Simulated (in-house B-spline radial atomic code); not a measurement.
Ionising As VI (As5+) with different functionals

Computed with an all-electron radial atomic-structure program (B-spline basis): scalar-relativistic (spin-free X2C) Hamiltonian, Fermi nucleus of rms radius 4.0968 fm, spin-polarised at highest spin, spherical fractional occupations for the functionals, and exact exchange of hybrids averaged over the configuration. The ionisation energy is the difference of two self-consistent energies, [Ar] 3d10 → [Ar] 3d9, without Breit or QED terms; ε is the level of the shell that loses the electron (its least bound occupied spin orbital). There is no spin-orbit coupling in this Hamiltonian.

```tsv
method	rung	ΔSCF (eV)	-ε(3d) (eV)
PBE0	global hybrid	121.11	111.55
B3LYP	global hybrid	121.26	110.82
TPSSh	global hybrid	121.10	108.87
BHandHLYP	global hybrid	120.89	115.83
r2SCAN0	global hybrid	121.59	112.13
B97-1	global hybrid	?	?
HSE06	range-separated hybrid	?	?
wB97X	range-separated hybrid	120.77	113.33
CAM-B3LYP	range-separated hybrid	121.21	112.83
LC-wPBE	range-separated hybrid	121.20	112.98
```

Task: What does B97-1 give?

Result: ΔSCF 121.11 eV, and -ε(3d) = 110.83 eV.

Task: What does HSE06 give?

Result: ΔSCF 121.05 eV, and -ε(3d) = 111.08 eV.

Task: Among the functionals, which spreads more, the ΔSCF values or the orbital energies?

Result: The orbital energies: ΔSCF values span about 0.82 eV and the orbital energies 6.96 eV; here energy differences depend much less on the functional than eigenvalues do.

Task: How do they compare with the NIST value?

Result: NIST lists 121.19 eV ± 0.06 (measured, ground level to ground level). Errors run from -0.42 to +0.40 eV; LC-wPBE is closest (+0.01 eV), though others lie within the uncertainty of it, and part of that can be cancellation, since the calculations leave out spin-orbit coupling, Breit-QED terms, multiplet and fine-structure energies.
